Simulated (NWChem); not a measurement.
Species: InBrClF; SMILES [F][In]([Cl])[Br]

Results from NWChem. Structure relaxed at the PBE0/def2-SVP level. def2 effective core potentials on In; no spin-orbit coupling. Field at 589 nm.

### Question
Estimate the computed values for B3LYP/def2-SVP (core potentials). Quantities: isotropic polarisability (bohr³); anisotropy (bohr³).

### Answer
```json
{
  "isotropic polarisability (bohr³)": "55.9",
  "anisotropy (bohr³)": "40.6"
}
```
